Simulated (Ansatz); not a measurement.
Stepwise reaction of `[Cl][InH2]` with hydrogen fluoride, as a gas-phase model of exchange steps in deposition or etching. ΔE in kJ/mol; ΔG adds harmonic PBE0-D4 terms to CCSD(T)/CBS, at 1 bar.

Calculated with Ansatz (gas phase, PBE0-D4/def2-TZVP geometries, no zero-point term in ΔE). CBS: MP2 limit from def2 TZ/QZ plus the TZ coupled-cluster correction, frozen cores. This one scheme is used for every species. DFT in def2-TZVPP. B3LYP here is the variant with VWN-RPA as its local correlation; programs differ in this. Elements past krypton have def2 core potentials. For In outer-core shells are correlated without core-valence functions, which leaves a few kJ/mol of doubt a bond.

| step | reaction | PBE-D4 | B3LYP-D4 | ωB97M-V | CCSD(T)/CBS | ΔG(600 K) |
| --- | --- | --- | --- | --- | --- | --- |
| 2 | `[F][InH][Cl]` + H–F → `[F][In]([F])[Cl]` + H₂ | -11.2 | -11.5 | -8.1 | -9.7 | -4.1 |

Task: Give the row of step 1, `[Cl][InH2]` + H–F → `[F][InH][Cl]` + H₂. (An estimate is asked.)

Result: Ansatz gave: 
```
step                                  reaction  PBE-D4  B3LYP-D4  ωB97M-V  CCSD(T)/CBS  ΔG(600 K)
   1  `[Cl][InH2]` + H–F → `[F][InH][Cl]` + H₂   -43.5     -44.1    -40.3        -41.5      -43.1
```

Task: By hand: ΔE of the 2 steps together at CCSD(T)/CBS.

Result: (-41.5) + (-9.7) = -51.2 kJ/mol, or -25.6 kJ/mol a step.

In ΔE each step is higher than the one before. All are downhill at CCSD(T)/CBS. ΔG lies between -43.1 and -4.1 kJ/mol a step. PBE-D4 differs from CCSD(T)/CBS by -2.0 to -1.5 kJ/mol a step. Isolated molecules leave out the surface, adducts and barriers. Largest T1 diagnostic: 0.016.
